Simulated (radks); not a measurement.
Q: These are the eigenvalues of the occupied orbitals of an atom or ion with whole-number occupations (eV). Method: scalar-relativistic Kohn-Sham, PBEsol, spin-unpolarised, spherical densities, finite nucleus; Fermi nuclear charge, rms radius of each element as measured or else 0.836 A^(1/3) + 0.57 fm; computed with a radial shooting solver on a logarithmic mesh with Libxc functionals.

| orbital | eigenvalue |
|---|---|
| 1s | -38.6441 |

Which element is it, and in what charge state? The configuration may be excited.

A: Z = 2, helium, charge +1: He+ in 1s1. The 1s level, -1.4201 hartree, gives Z - s = 1.7 by -(Z - s)^2/2, which with screening and relativity narrows Z to a few neighbours, and the depths must fix Z and the occupations together.
